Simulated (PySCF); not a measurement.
Stepwise substitution at one centre (Al OH-SH). Isolated molecules, 0 K electronic values unless said otherwise. One relaxed conformer stands for each flexible species; it need not be the lowest. Strings in code marks are SMILES.

The S1 excitation (TDA) from two functionals at the same geometries (B3LYP-D3(BJ)/def2-TZVP), both in PySCF: PBE-D3(BJ)/def2-TZVP and B3LYP-D3(BJ)/def2-TZVP. B3LYP has the VWN-RPA correlation part, as in Gaussian. Excitations are Tamm–Dancoff values on a coarser integration grid. The basis has no diffuse functions, so Rydberg states are missing or too high.

```json
[
 {"species": "0 of 3 OH replaced by SH (`[Al]([OH])([OH])[OH]`)", "PBE-D3(BJ)/def2-TZVP (eV)": "6.05", "B3LYP-D3(BJ)/def2-TZVP (eV)": "6.72"},
 {"species": "2 of 3 OH replaced by SH (`[OH][Al]([SH])[SH]`)", "PBE-D3(BJ)/def2-TZVP (eV)": "4.99", "B3LYP-D3(BJ)/def2-TZVP (eV)": "5.41"},
 {"species": "3 of 3 OH replaced by SH", "PBE-D3(BJ)/def2-TZVP (eV)": "5.05", "B3LYP-D3(BJ)/def2-TZVP (eV)": "5.49"}
]
```

Over these rows, drawn at random from the members with no instability flagged (it was tested for open shells, ions and some series alone), PBE minus B3LYP-D3(BJ): mean -0.51 eV, from -0.67 eV to -0.41 eV.
